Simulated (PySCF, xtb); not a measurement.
Si(H)(Me)(OH)2 (CH₆O₂Si), SMILES O[SiH](C)O.

Geometry optimised at PBE0-D3(BJ)/def2-SVP. The values are those of a single conformer.

Method: IEF-PCM-ωB97X/def2-SVP (PySCF).

The values are the electrostatic part of the solvation free energy, E(continuum) − E(gas) at the gas-phase geometry, in a cavity of scaled van der Waals radii (PySCF's table); cavitation and dispersion terms are not included. In vacuum the orbital gap is 14.43 eV. The dipole moment in vacuum is 2.09 D.

| solvent | ε | ΔG(elec) (kcal/mol) | dipole (D) | gap (eV) |
|---|---|---|---|---|
| water | 78.36 | -7.7 | 2.56 | 14.85 |
| chloroform | 4.71 | -5.4 | 2.40 | 14.73 |
| dichloromethane | 8.93 | -6.5 | 2.47 | 14.78 |

For comparison, GFN2-xTB/ALPB(water) (xtb, at the GFN2-xTB geometry, all terms of that model) gives -7.4 kcal/mol.
